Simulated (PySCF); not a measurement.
# Two-photon absorption: pyrimidine-1-oxide ([O-][n+]1cccnc1, C4H4N2O)

Molfile (atoms numbered from 1):
```
C4H4N2O
     RDKit          3D

 11 11  0  0  0  0  0  0  0  0999 V2000
    2.5596    0.2775    0.0676 O   0  0  0  0  0  0  0  0  0  0  0  0
    1.3276    0.0961    0.0675 N   0  0  0  0  0  0  0  0  0  0  0  0
    0.4377    1.1346    0.1007 C   0  0  0  0  0  0  0  0  0  0  0  0
   -0.9216    0.8864    0.0992 C   0  0  0  0  0  0  0  0  0  0  0  0
   -1.3597   -0.4349    0.0635 C   0  0  0  0  0  0  0  0  0  0  0  0
   -0.4850   -1.4414    0.0312 N   0  0  0  0  0  0  0  0  0  0  0  0
    0.7933   -1.1783    0.0333 C   0  0  0  0  0  0  0  0  0  0  0  0
    0.9042    2.1193    0.1268 H   0  0  0  0  0  0  0  0  0  0  0  0
   -1.6223    1.7228    0.1259 H   0  0  0  0  0  0  0  0  0  0  0  0
   -2.4229   -0.6899    0.0606 H   0  0  0  0  0  0  0  0  0  0  0  0
    1.5528   -1.9641    0.0078 H   0  0  0  0  0  0  0  0  0  0  0  0
  1  2  1  0
  2  3  1  0
  3  4  2  0
  4  5  1  0
  5  6  2  0
  6  7  1  0
  7  2  2  0
  3  8  1  0
  4  9  1  0
  5 10  1  0
  7 11  1  0
M  CHG  2   1  -1   2   1
M  END
```

Theory: PySCF 2.14.0, TDDFT CAM-B3LYP/def2-TZVPD excited states, vertical, gas phase. Geometry: PBE0-D3(BJ)/def2-SVP.

Question: How strongly do the lowest singlets absorb one photon, and two photons of half the energy?

Answer: δ for parallel linear polarisation; σ at the peak of a Lorentzian of half width 0.1 eV, single beam; Ω is circular over linear.
```tsv
state	E (eV)	f	photon λ (nm)	δ (au)	σ (GM)	Ω	main
S1	4.28	0.000	579	0.4	0.00	1.50	HOMO−1→LUMO 0.92
S2	4.31	0.047	576	27.5	0.19	1.42	HOMO→LUMO+1 0.67, HOMO→LUMO 0.27
S3	4.84	0.223	512	16	0.14	0.37	HOMO→LUMO 0.68, HOMO→LUMO+1 0.26
S4	4.94	0.003	502	0.45	0.00	1.50	HOMO−1→LUMO+1 0.84
S5	5.66	0.001	438	0.15	0.00	1.50	HOMO−2→LUMO 0.93
S6	6.08	0.001	408	10.9	0.15	1.50	HOMO→LUMO+2 0.80, HOMO→LUMO+4 0.11
```

Among these, the strongest one-photon state is S3, the strongest two-photon state S2, with a dipole change of 1.6 D (relaxed, norm of the difference vector).
